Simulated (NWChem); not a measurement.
C$_{2}$H$_{5}$ClSi$_{2}$; SMILES ClC1=C[SiH2][SiH2]1

```xyz
10

Cl    -0.1582    -2.3150     0.0000
C     -0.1498    -0.5841     0.0000
C     -1.2621     0.1879     0.0000
Si    -0.5682     1.9423     0.0000
Si     1.3411     0.5907     0.0000
H     -2.2811    -0.2175     0.0000
H     -0.8910     2.7519    -1.2147
H     -0.8910     2.7519     1.2147
H      2.2020     0.4915    -1.2166
H      2.2020     0.4915     1.2166
```
Atoms are numbered in this order, from 1.

Computed with NWChem. Pople sets run with spherical d functions. Medium grid unless said otherwise, to which SCAN and Minnesota functionals are sensitive. The geometry was optimised at PBE0/def2-SVP. B3LYP is NWChem's, with the RPA form of VWN correlation.

Problem. Order these by “orbital gap (eV)”, lowest first: N12/6-31G*; B3PW91/6-31G*; LRC-wPBEh/6-31G*; Hartree-Fock/6-31G*.

Solution. N12/6-31G* (4.80), B3PW91/6-31G* (6.46), LRC-wPBEh/6-31G* (10.39), Hartree-Fock/6-31G* (13.02)
